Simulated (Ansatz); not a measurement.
Problem. Name a neutral molecule of B, O, Si and H with HOMO energy (ωB97M-V/def2-TZVPP) between -11.50 and -11.20 eV and zero-point energy (PBE0-D4/def2-TZVP) between 168 and 184 kJ/mol (Ansatz, PBE0-D4/def2-TZVP geometry).

Solution. `OB(O)O[SiH3]` (-11.26 eV, 170.1 kJ/mol). Other molecules can fit too; these were computed, each in one conformer that needn't be the lowest.
